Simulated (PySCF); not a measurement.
C2H2F4Si, SMILES C(/F)=C/[Si](F)(F)F, B3LYP/def2-SVP optimised geometry.

```
9

F     -0.01     0.56     3.07
C     -0.71    -0.50     2.67
C     -0.87    -0.81     1.38
Si    -0.14     0.16     0.00
F      1.46     0.16     0.00
F     -0.62    -0.49    -1.39
F     -0.60     1.70     0.00
H     -1.14    -1.05     3.52
H     -1.46    -1.70     1.16
```

Density from B3LYP/def2-TZVP run with PySCF at that geometry.

Minimum of the electron density along straight lines between bonded atoms, close to the bond critical point (lines longer than 1.1 times the sum of covalent radii, or with two minima, are not listed):

```json
[
 {"bond": "F1–C2", "length / Å": "1.333", "ρ at the minimum / e bohr⁻³": "0.273", "∇²ρ there / e bohr⁻⁵": "?", "position (fraction from the first atom)": "0.67"},
 {"bond": "C2–C3", "length / Å": "1.334", "ρ at the minimum / e bohr⁻³": "?", "∇²ρ there / e bohr⁻⁵": "-1.09", "position (fraction from the first atom)": "0.54"},
 {"bond": "C3–Si4", "length / Å": "1.835", "ρ at the minimum / e bohr⁻³": "0.133", "∇²ρ there / e bohr⁻⁵": "?", "position (fraction from the first atom)": "0.61"},
 {"bond": "Si4–F5", "length / Å": "1.606", "ρ at the minimum / e bohr⁻³": "0.139", "∇²ρ there / e bohr⁻⁵": "0.93", "position (fraction from the first atom)": "0.42"},
 {"bond": "Si4–F6", "length / Å": "1.607", "ρ at the minimum / e bohr⁻³": "0.138", "∇²ρ there / e bohr⁻⁵": "0.93", "position (fraction from the first atom)": "0.42"},
 {"bond": "Si4–F7", "length / Å": "1.605", "ρ at the minimum / e bohr⁻³": "0.139", "∇²ρ there / e bohr⁻⁵": "0.94", "position (fraction from the first atom)": "0.42"},
 {"bond": "C2–H8", "length / Å": "1.095", "ρ at the minimum / e bohr⁻³": "0.289", "∇²ρ there / e bohr⁻⁵": "-1.06", "position (fraction from the first atom)": "0.66"},
 {"bond": "C3–H9", "length / Å": "1.094", "ρ at the minimum / e bohr⁻³": "0.274", "∇²ρ there / e bohr⁻⁵": "-0.94", "position (fraction from the first atom)": "0.65"}
]
```

### Question
Complete the blanks.

### Answer

- F1–C2, ∇²ρ there / e bohr⁻⁵: -0.05
- C2–C3, ρ at the minimum / e bohr⁻³: 0.354
- C3–Si4, ∇²ρ there / e bohr⁻⁵: 0.19
